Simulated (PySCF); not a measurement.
F2I2Ti, multiplicity 1. Atoms are numbered in the order given.

```xyz
5

Ti     0.0000     0.0000     0.9574
F      0.0000     1.4109     1.9538
F      0.0000    -1.4109     1.9538
I      2.0828     0.0000    -0.5305
I     -2.0828     0.0000    -0.5305
```

Geometry: B3LYP-D3(BJ)/def2-SVP. The spin state was assumed, not searched. The structure was generated by enumeration; whether it is a known compound was not checked. The def2 effective core potentials stand for the cores of I; spin–orbit coupling is left out.

Computed with PBE0/def2-TZVP in PySCF.

ESP charges are fitted to the potential on shells at 1.4 to 2.0 van der Waals radii. Atomic charges (e):

```csv
atom,Mulliken,ESP fit
Ti1,1.18,0.29
F2,-0.39,-0.12
F3,-0.39,-0.12
I4,-0.20,-0.03
I5,-0.20,-0.03
```
